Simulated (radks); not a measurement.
Results of a calculation; reference values are marked as such.
W+, configuration [Xe] 4f14 5d4 6s1. Code: a radial shooting solver on a logarithmic mesh with Libxc functionals. Model: scalar-relativistic Kohn-Sham, PBE, spin-polarised, spherical densities, finite nucleus; open shells are filled with parallel spins first (spin-orbit coupling, left out, can overturn this in heavy ions); Fermi nuclear charge, rms radius 5.3658 fm. Some entries of the table are withheld. Estimate them.

orbital,occ.,eigenvalue (eV),<1/r> (bohr^-1)
1s up,1,-69477.18,87.05
1s down,1,-69477.17,87.05
2s up,1,-11998.26,20.35
2s down,1,-11998.09,20.35
2p up,3,-10496.42,18.45
2p down,3,-10496.27,18.45
3s up,1,-2768.750,7.538
3s down,1,-2768.701,7.538
3p up,3,-2323.787,6.961
3p down,3,-2323.731,6.961
3d up,5,-1811.324,6.577
3d down,5,-1811.210,6.577
4s up,1,-576.8407,3.203
4s down,1,-576.6867,3.203
4p up,3,-430.8337,2.911
4p down,3,-430.6895,2.911
4d up,5,-245.5902,2.589
4d down,5,-245.4157,2.590
5s up,1,-86.9086,1.247
5s down,1,-85.2431,1.258
5p up,3,-51.3777,1.045
5p down,3,-49.1067,1.059
4f up,7,(1),(2)
4f down,7,(3),(4)
6s up,1,-13.0090,(5)
5d up,4,-12.7498,0.6667
5d down,0,-9.6228,0.6734

Answer. 
(1) 4f up eigenvalue (eV): -40.4678
(2) 4f up <1/r> (bohr^-1): 2.080
(3) 4f down eigenvalue (eV): -40.0765
(4) 4f down <1/r> (bohr^-1): 2.089
(5) 6s up <1/r> (bohr^-1): 0.4365
